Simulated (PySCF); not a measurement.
Compound: alpha-tetralone, C10H10O.
Atom-mapped SMILES: `[O:1]=[C:2]1[CH2:3][CH2:4][CH2:5][c:6]2[cH:7][cH:8][cH:9][cH:10][c:11]21` (hydrogens: H12, H13 on C3; H14, H15 on C4; H16, H17 on C5; H18 on C7; H19 on C8; H20 on C9; H21 on C10)

The same species was optimised twice, with GFN2-xTB and with PBE0-D3(BJ)/def2-SVP (PySCF), and the same property calculations (PySCF, gas phase) were run on both structures.

| coordinate | GFN2-xTB | PBE0-D3(BJ)/def2-SVP | change |
| --- | --- | --- | --- |
| C2–C11 (Å) | 1.479 | 1.493 | +0.014 |
| C8–C9 (Å) | 1.387 | 1.398 | +0.011 |
| C6–C7 (Å) | 1.388 | 1.399 | +0.011 |
| C6–C11 (Å) | 1.399 | 1.408 | +0.009 |
| C9–C10 (Å) | 1.379 | 1.387 | +0.008 |
| C7–C8 (Å) | 1.384 | 1.391 | +0.007 |
| C5–C6 (Å) | 1.500 | 1.505 | +0.005 |
| C10–C11 (Å) | 1.396 | 1.401 | +0.005 |
| C4–C5 (Å) | 1.524 | 1.522 | -0.002 |
| C3–C4 (Å) | 1.523 | 1.521 | -0.002 |
| C2–C3 (Å) | 1.513 | 1.512 | -0.001 |
| O1=C2 (Å) | 1.212 | 1.212 | 0.000 |
| C4–C5–C6 (°) | 110.7 | 112.1 | +1.4 |
| C3–C4–C5 (°) | 109.3 | 110.4 | +1.1 |
| C2–C11–C6 (°) | 122.1 | 121.5 | -0.6 |
| C6–C11–C10 (°) | 119.8 | 120.4 | +0.6 |
| O1–C2–C11 (°) | 122.2 | 121.7 | -0.5 |
| C3–C2–C11 (°) | 116.1 | 116.6 | +0.5 |
| C2–C3–C4 (°) | 112.2 | 112.6 | +0.4 |
| C7–C6–C11 (°) | 118.8 | 118.4 | -0.4 |

Rotational constants: A = 1902, B = 1090, C = 711.4 MHz (GFN2-xTB) against A = 1888, B = 1076, C = 702.6 MHz (PBE0-D3(BJ)/def2-SVP). Point groups within 0.08 Å: C1 and C1.

On the GFN2-xTB structure: HOMO (eV) -7.15 [PBE0/pcSseg-1]; LUMO (eV) -1.60 [PBE0/pcSseg-1]; dipole (D) 3.46 [PBE0/pcSseg-1]; GIAO shielding of O1 (ppm) -293.3 [PBE0/pcSseg-1]; GIAO shielding of C2 (ppm) -14.0 [PBE0/pcSseg-1]; GIAO shielding of C3 (ppm) 143.7 [PBE0/pcSseg-1]; GIAO shielding of C4 (ppm) 158.9 [PBE0/pcSseg-1]; GIAO shielding of C5 (ppm) 152.4 [PBE0/pcSseg-1]; GIAO shielding of C6 (ppm) 37.2 [PBE0/pcSseg-1]; GIAO shielding of C7 (ppm) 53.3 [PBE0/pcSseg-1]; GIAO shielding of C8 (ppm) 47.5 [PBE0/pcSseg-1].

**Question.** What do these properties become on the PBE0-D3(BJ)/def2-SVP structure?

**Answer.** 
| property | level | on GFN2-xTB | on PBE0-D3(BJ)/def2-SVP | change |
| --- | --- | --- | --- | --- |
| HOMO (eV) | PBE0/pcSseg-1 | -7.15 | -7.17 | -0.02 |
| LUMO (eV) | PBE0/pcSseg-1 | -1.60 | -1.59 | +0.01 |
| dipole (D) | PBE0/pcSseg-1 | 3.46 | 3.44 | -0.02 |
| energy, GFN2-xTB geometry as zero (kcal/mol) | PBE0/pcSseg-1 | 0.0 | -0.4 | -0.4 |
| GIAO shielding of O1 (ppm) | PBE0/pcSseg-1 | -293.3 | -291.6 | +1.7 |
| GIAO shielding of C2 (ppm) | PBE0/pcSseg-1 | -14.0 | -14.1 | -0.1 |
| GIAO shielding of C3 (ppm) | PBE0/pcSseg-1 | 143.7 | 143.3 | -0.4 |
| GIAO shielding of C4 (ppm) | PBE0/pcSseg-1 | 158.9 | 158.9 | 0.0 |
| GIAO shielding of C5 (ppm) | PBE0/pcSseg-1 | 152.4 | 152.1 | -0.3 |
| GIAO shielding of C6 (ppm) | PBE0/pcSseg-1 | 37.2 | 35.5 | -1.7 |
| GIAO shielding of C7 (ppm) | PBE0/pcSseg-1 | 53.3 | 50.9 | -2.4 |
| GIAO shielding of C8 (ppm) | PBE0/pcSseg-1 | 47.5 | 45.5 | -2.0 |

The heavy atoms differ by 0.025 Å rms after alignment. Among bonds between heavy atoms C2–C11 changes most (+0.014 Å). Changes are differences of the printed values. Neither structure is proved a minimum here.
